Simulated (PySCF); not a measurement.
OsOF₂ (singlet). Method: PBE0/[Os def2-SVP with ECP60, O def2-SVP, F def2-SVP], scalar-relativistic core potentials, density fitting, no spin–orbit coupling, PySCF.

Harmonic bands of its minimum:

```json
{"ω (cm⁻¹)": "163", "IR (km/mol)": "16.6"}
{"ω (cm⁻¹)": "181", "IR (km/mol)": "4.0"}
{"ω (cm⁻¹)": "239", "IR (km/mol)": "2.8"}
{"ω (cm⁻¹)": "684", "IR (km/mol)": "104"}
{"ω (cm⁻¹)": "714", "IR (km/mol)": "66.8"}
{"ω (cm⁻¹)": "1145", "IR (km/mol)": "121"}
```

Q: The central atom is Os. Infer the point group and assign the bands.

A: C2v. The modes span 2b2 + 3a1 + b1: 163 b2, 181 a1, 239 b1, 684 b2, 714 a1, 1145 a1. The computed geometry has Os–F 1.846 Å (×2), Os–O 1.626 Å; F–Os–F 106.4°, F–Os–O 126.8° (×2).

Only a few start shapes were tried, so a lower isomer may exist. Spin–orbit coupling, left out here, can matter for elements this heavy.
